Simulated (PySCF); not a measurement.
AsH4Si, SMILES [SiH3][AsH], multiplicity 2. Geometry: PBE0-D3(BJ)/def2-TZVP. The isomer is the one that the SMILES or the coordinates give; other isomers of the formula were not compared.

Q: Give the equilibrium geometry at PBE0-D3(BJ)/def2-TZVP (PySCF confirms it by a frequency run) as a Z-matrix, and its point group. (The exact figures need the calculation; the answer reports its results.)

A: point group Cs.
```
Si
H 1 1.4857
H 1 1.4879 2 108.91
H 1 1.4879 2 108.91 3 -118.42
As 1 2.3592 2 109.08 3 120.79
H 5 1.5283 1 90.16 2 180.00
```
Charge 0, spin multiplicity 2.
